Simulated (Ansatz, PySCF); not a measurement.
The pair A = CHN (SMILES C#N) (first 3 atoms), B = C2H6O (SMILES COC); geometry from B3LYP-D3(BJ)/def2-TZVP.
(charge 0, multiplicity 1):
```xyz
12

C     -0.29344     0.18843    -0.30608
N     -0.36187     0.30994    -1.44480
H     -0.22674     0.07382     0.76550
C      0.09015    -1.38559     3.32826
O     -0.10383    -0.13460     2.69526
C     -0.05131     0.95795     3.59351
H     -0.68658    -1.57062     4.07898
H      1.07164    -1.43337     3.81378
H      0.03359    -2.15299     2.55817
H     -0.83393     0.87722     4.35648
H     -0.20965     1.86522     3.01307
H      0.92422     1.01301     4.09014
```

Cores are frozen in the correlated methods.

Programs: Ansatz (Gaussian orbitals); PySCF for the dispersion terms. Values without a source in brackets are computed.

The monomers are drawn apart, rigid, along the line of their centres of mass. Counterpoise-corrected interaction energies (kcal/mol):

```tsv
level	R = 4.889 Å	R = 5.667 Å
PBE/def2-TZVPPD	-3.2109	-1.6079
PBE-D3(BJ)/def2-TZVPPD	-3.6448	-1.7961
wB97M-V/def2-TZVPPD	-3.6402	-1.8548
CCSD(T)/aug-cc-pVDZ	-3.5323	-1.7996
```

Task: R is the distance of the centres of mass. Find the local exponent m of E ∝ R⁻ᵐ between the two points.

Result: 
m = ln(E₁/E₂)/ln(R₂/R₁): PBE/def2-TZVPPD 4.7; PBE-D3(BJ)/def2-TZVPPD 4.8; wB97M-V/def2-TZVPPD 4.6; CCSD(T)/aug-cc-pVDZ 4.6. For scale, two fixed dipoles give m = 3, dipole and quadrupole 4, quadrupoles 5, and dispersion or dipole-induced dipole 6 at long range; at these distances several terms mix, and what is left of overlap and damping shifts m, so it need not match one of them.

Ansatz is a quantum-chemistry and plane-wave program.
